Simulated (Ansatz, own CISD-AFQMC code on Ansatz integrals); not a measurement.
C2H8Si, SMILES `C[SiH2]C` (charge 0, multiplicity 1).

Z-matrix (Å, degrees):
```
Si
H 1 1.4863
H 1 1.4863 2 107.51
C 1 1.8769 2 109.51 3 -118.89
H 4 1.0916 1 111.20 2 58.82
H 4 1.0922 5 107.90 1 -121.83
H 4 1.0922 5 107.90 6 -116.35
C 1 1.8769 2 109.51 3 118.89
H 8 1.0916 1 111.20 2 -58.82
H 8 1.0922 9 107.90 1 121.83
H 8 1.0922 9 107.90 10 116.35
```
Charge 0, multiplicity 1.

Frozen-core correlation energies in cc-pVDZ at a geometry from B3LYP-D3(BJ)/def2-TZVP, on an HF energy of -369.33962 Ha (<S^2> = 0.00). Wave-function levels are from Ansatz, the walk from an own CISD-AFQMC code on Ansatz integrals (time step 0.005/Ha, trial state from CCSD amplitudes, largest double 0.03).

| level | correlation energy (mHa) |
|---|---|
| MP2 | -402.1 |
| CCSD | -456.9 |
| CCSD(T) | -468.6 |

Task: What correlation energy does phaseless AFQMC give, and where does it lie among these levels?

Result: -470.5 ± 0.3 mHa (one standard error). AFQMC minus each level: MP2 -68.4 mHa, CCSD -13.6 mHa, CCSD(T) -1.9 mHa.
